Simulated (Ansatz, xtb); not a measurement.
Isomers of CH6BN: 1 is CBN, 2 is BNC; one conformer of each (the lowest of an xTB search), B3LYP-D3(BJ)/def2-TZVP minima.
Isomer 1 (charge 0, multiplicity 1):
```xyz
9

C      1.138    -0.291    -0.089
B     -0.213     0.496    -0.235
N     -1.407     0.019     0.304
H      1.053    -1.229     0.467
H      1.556    -0.521    -1.074
H      1.890     0.328     0.411
H     -0.259     1.541    -0.819
H     -2.284     0.506     0.222
H     -1.475    -0.848     0.813
```
Isomer 2 (charge 0, multiplicity 1, Z-matrix in Å and degrees):
```
N
H 1 1.0093
B 1 1.3850 2 119.22
C 1 1.4538 2 113.67 3 180.00
H 4 1.0884 1 108.97 2 179.99
H 4 1.0932 5 108.43 1 121.40
H 4 1.0932 5 108.43 6 117.21
H 3 1.1931 1 118.86 2 -0.01
H 3 1.1942 8 122.11 1 179.97
```

No zero-point or thermal terms.

Programs: Ansatz (Gaussian orbitals); xtb for the GFN methods. 

Problem. One of these levels gives -0.118 eV for the electronic energy of isomer 2 less that of isomer 1. Which one is it?
A) B97M-V/def2-TZVPP
B) GFN2-xTB
C) HF/cc-pVDZ

Solution. B, GFN2-xTB. The others give 0.694 (HF/cc-pVDZ), 0.849 (B97M-V/def2-TZVPP)

Ansatz is a quantum-chemistry and plane-wave program.
